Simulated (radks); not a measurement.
Question: These are the eigenvalues of the occupied orbitals of an atom or ion with whole-number occupations (eV). All-electron calculation, scalar-relativistic Kohn-Sham, PBE, spin-unpolarised, spherical densities, finite nucleus; Fermi nuclear charge, rms radius of each element as measured or else 0.836 A^(1/3) + 0.57 fm. Program: a radial shooting solver on a logarithmic mesh with Libxc functionals.

| orbital | eigenvalue |
|---|---|
| 1s | -40270.38 |
| 2s | -6451.183 |
| 2p | -5778.402 |
| 3s | -1392.165 |
| 3p | -1178.158 |
| 3d | -874.0769 |
| 4s | -284.7468 |
| 4p | -214.8799 |
| 4d | -114.2910 |
| 5s | -44.4416 |
| 5p | -27.2133 |
| 4f | -9.2206 |
| 5d | -7.2088 |

Which element is it, and in what charge state? The configuration may be excited.

Answer: Z = 58, cerium, charge +1: Ce+ in [Xe] 4f1 5d2. The list shows which subshells hold electrons but not how many an open one holds; the 1s level, -1479.9 hartree, gives Z - s = 54.4 by -(Z - s)^2/2, which with screening and relativity narrows Z to a few neighbours, and the depths of the outer levels then fix element, charge and occupations together.
